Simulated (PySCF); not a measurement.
# Correlation energy of Er³³⁺ (erbium, charge +33)

Starting occupation: [Ar] 3d10 4s2 4p5, 4p1/2 with m_j = -1/2, +1/2, 4p3/2 with m_j = -1/2, +1/2, +3/2. Computed with PySCF 2.14 in an even-tempered Gaussian basis (17 s from 3.3 bohr⁻², ratio 2.8; 14 p from 4.3 bohr⁻², ratio 2.8; 8 d from 7.6 bohr⁻², ratio 2.8; 4 f from 22 bohr⁻², ratio 3), with X2C-1e with screened-nucleus spin-orbit coupling, Gaussian nucleus. Frozen: [Ne]; 25 electrons correlated; the 80 highest virtual spinors left out.

MP2 pair energies summed by pair of shells (mhartree):

| pair | energy | share (%) |
| --- | --- | --- |
| 3d3/2-3d5/2 | -181.50 | 17.5 |
| 3d5/2-3d5/2 | -128.74 | 12.4 |
| 4p1/2-4p3/2 | -68.70 | 6.6 |
| 3d3/2-3d3/2 | -55.45 | 5.3 |
| 3d5/2-3p3/2 | -53.46 | 5.2 |
| 3d5/2-4p3/2 | -50.16 | 4.8 |
| 4p3/2-4p3/2 | -50.11 | 4.8 |
| 3d5/2-4p1/2 | -38.07 | 3.7 |
| 3d3/2-3p3/2 | -36.28 | 3.5 |
| 4p3/2-4s1/2 | -32.89 | 3.2 |
| 3d3/2-4p3/2 | -32.74 | 3.2 |
| 3d3/2-4p1/2 | -24.46 | 2.4 |
| 3d5/2-3p1/2 | -24.26 | 2.3 |
| 4p1/2-4p1/2 | -23.55 | 2.3 |
| 3d5/2-4s1/2 | -23.52 | 2.3 |
| 3p3/2-3p3/2 | -19.79 | 1.9 |
| 3d5/2-3s1/2 | -19.68 | 1.9 |
| 3p1/2-3p3/2 | -18.59 | 1.8 |
| 4p1/2-4s1/2 | -16.20 | 1.6 |
| 3d3/2-3p1/2 | -16.02 | 1.5 |
| 3d3/2-4s1/2 | -15.00 | 1.4 |
| 3p3/2-4p3/2 | -14.73 | 1.4 |
| 3d3/2-3s1/2 | -13.28 | 1.3 |
| 3p3/2-4p1/2 | -11.94 | 1.2 |
| 3p3/2-4s1/2 | -10.87 | 1.0 |
| 3p3/2-3s1/2 | -9.79 | 0.9 |
| 4s1/2-4s1/2 | -9.51 | 0.9 |
| 3p1/2-4p3/2 | -6.19 | 0.6 |
| 3p1/2-3p1/2 | -5.02 | 0.5 |
| 3p1/2-3s1/2 | -5.01 | 0.5 |

Total MP2 correlation energy: -1037.3 mhartree.

At this charge the one-electron X2C treatment keeps the bare 1/r₁₂, with no two-electron picture change or Breit term. The effect here is smaller than on the frozen 1s shell.
